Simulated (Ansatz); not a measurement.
M(NH2)2 with several metals: r2SCAN-D4/def2-TZVP single points in Ansatz on relaxed structures, gas phase. HOMO and LUMO are taken over both spins. Binding counts from free atoms in the multiplicity of their measured ground term, without zero-point energy. Singlets are spin-restricted. Names give formal oxidation states. The structures are stationary points that may keep the symmetry of their start. Remarks come from the PBE and PBE0 runs and from stability tests at other levels; not every state was tested.

| species | atoms | state | geometry | HOMO (eV) | LUMO (eV) | gap (eV) | binding per atom (eV) | lowest of the spins relaxed | point group (within 0.1 Å) | remarks |
| --- | --- | --- | --- | --- | --- | --- | --- | --- | --- | --- |
| Mn(NH2)2 (MnN2H4) | 7 | sextet | r2SCAN-D4/def2-TZVP | -4.83 | -1.96 | 2.87 | 3.17 | sextet, of quartet/sextet | D2d | spin-contaminated (⟨S²⟩ up to 2.38) (doublet), spin-contaminated (⟨S²⟩ up to 4.04) (quartet) |
| Co(NH2)2 (CoN2H4) | 7 | quartet | PBE0-D4/def2-TZVP | -4.65 | -3.15 | 1.50 | 3.16 | – | D2h | spin-contaminated (⟨S²⟩ up to 1.45) (doublet) |
| Fe(NH2)2 (FeN2H4) | 7 | quintet | PBE0-D4/def2-TZVP | -4.12 | -2.94 | 1.18 | 3.20 | – | D2d | restricted SCF unstable (singlet), spin-contaminated (⟨S²⟩ up to 2.65) (triplet) |
| Ni(NH2)2 (NiN2H4) | 7 | triplet | r2SCAN-D4/def2-TZVP | -4.96 | -4.11 | 0.85 | 3.17 | – | D2h | near-degenerate levels, lower spin may lie lower, restricted SCF unstable at other levels (singlet), restricted SCF unstable (singlet) |
| Cr(NH2)2 (CrN2H4) | 7 | quintet | PBE0-D4/def2-TZVP | -4.80 | -2.63 | 2.17 | 3.12 | – | Cs | restricted SCF unstable (singlet), spin-contaminated (⟨S²⟩ up to 3.03) (triplet) |
| Cu(NH2)2 (CuN2H4) | 7 | doublet | r2SCAN-D4/def2-TZVP | -5.28 | -3.74 | 1.54 | 3.06 | – | D2h | – |

The gap (eV) runs from 0.85 (Ni(NH2)2) to 2.87 (Mn(NH2)2).
